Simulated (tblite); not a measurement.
Compound: C6H18N2Si.
SMILES with atom numbers: `[CH3:1][CH2:2][CH2:3][N:4]([NH:5][CH3:6])[SiH:7]([CH3:8])[CH3:9]` (hydrogens: H10, H11, H12 on C1; H13, H14 on C2; H15, H16 on C3; H17 on N5; H18, H19, H20 on C6; H21 on Si7; H22, H23, H24 on C8; H25, H26, H27 on C9)

Computed with GFN2-xTB (tblite), gas phase: L-BFGS steps from a force-field or distance-geometry start until the largest atomic force falls under 0.01 eV/Å.

Geometry at step 25:
```
atom  x, y, z in Å
C1      2.8851   -0.1770    1.0338
C2      2.4579   -0.5113   -0.3985
C3      1.1439    0.1161   -0.8766
N4     -0.0619   -0.3147   -0.1966
N5     -0.0074   -1.7229    0.0396
C6     -1.2030   -2.2875    0.6173
Si7    -1.5228    0.6102   -0.3850
C8     -1.1482    2.1524   -1.4353
C9     -2.1826    1.2162    1.3002
H10     2.3933    0.7249    1.3912
H11     3.9639   -0.0210    1.0628
H12     2.6559   -0.9921    1.7157
H13     2.4139   -1.5950   -0.5118
H14     3.2187   -0.1259   -1.0819
H15     1.0747   -0.0841   -1.9579
H16     1.1956    1.1930   -0.7485
H17     0.1501   -2.1739   -0.8659
H18    -0.9671   -3.3097    0.9084
H19    -2.0654   -2.3482   -0.0606
H20    -1.4970   -1.7165    1.4958
H21    -2.6594   -0.0871   -1.0321
H22    -0.6916    1.9087   -2.3895
H23    -0.4891    2.8533   -0.9299
H24    -2.0718    2.6827   -1.6430
H25    -2.5440    2.2398    1.2499
H26    -1.4382    1.1871    2.0898
H27    -3.0233    0.6088    1.6208
```

Problem. What forces act on the atoms?

Solution. 
| atom | Fx (eV/Å) | Fy (eV/Å) | Fz (eV/Å) |
| --- | --- | --- | --- |
| C1 | -0.007 | -0.005 | 0.001 |
| C2 | 0.068 | 0.030 | 0.052 |
| C3 | 0.076 | 0.042 | 0.016 |
| N4 | -0.042 | 0.035 | 0.074 |
| N5 | -0.161 | -0.122 | -0.064 |
| C6 | -0.097 | -0.092 | 0.017 |
| Si7 | -0.073 | 0.235 | 0.114 |
| C8 | 0.005 | 0.026 | -0.034 |
| C9 | -0.031 | -0.009 | 0.113 |
| H10 | 0.027 | -0.036 | -0.036 |
| H11 | -0.085 | 0.025 | 0.063 |
| H12 | -0.151 | 0.079 | -0.032 |
| H13 | 0.009 | 0.068 | -0.053 |
| H14 | 0.005 | -0.074 | -0.049 |
| H15 | -0.041 | -0.092 | -0.047 |
| H16 | 0.110 | 0.126 | -0.002 |
| H17 | -0.013 | -0.100 | -0.068 |
| H18 | 0.095 | -0.028 | 0.142 |
| H19 | 0.008 | 0.195 | -0.045 |
| H20 | 0.116 | -0.015 | -0.017 |
| H21 | 0.156 | -0.048 | -0.112 |
| H22 | -0.023 | -0.025 | 0.007 |
| H23 | -0.031 | -0.078 | 0.037 |
| H24 | -0.011 | -0.001 | -0.002 |
| H25 | 0.025 | -0.030 | -0.112 |
| H26 | 0.058 | -0.066 | -0.021 |
| H27 | 0.010 | -0.040 | 0.056 |

The largest, 0.27 eV/Å, acts on Si7; the rms over all components is 0.075 eV/Å. The forces sum to zero within rounding, as they must for an isolated molecule in no field.

Problem. Give the force on Si7 in Eh/bohr and in nN.

Solution. 0.271 eV/Å ÷ 51.422 = 0.00527 Eh/bohr, and 0.271 eV/Å × 1.602 = 0.43 nN.

Problem. How far is this geometry from the end of the optimisation?

Solution. 0.451 eV above it, and 0.871 Å rms away after alignment. The bonds farthest from their final lengths, with half the difference of the two atoms' forces along the bond (positive lengthens):

```csv
bond,now (Å),final (Å),force along bond (eV/Å)
N4–N5,1.429,1.416,+0.06
N4–Si7,1.739,1.728,+0.06
C1–C2,1.532,1.522,-0.04
Si7–C8,1.903,1.895,-0.04
N5–C6,1.443,1.450,-0.02
C3–H15,1.102,1.096,+0.05
```

The angle farthest from its final value is N4–Si7–H21, 116.2° against 105.3°.

Of the 3 listed bonds off by 0.010 Å or more, this force points towards the final length in 1.

Run on one thread of an x86-64 server (shared host).
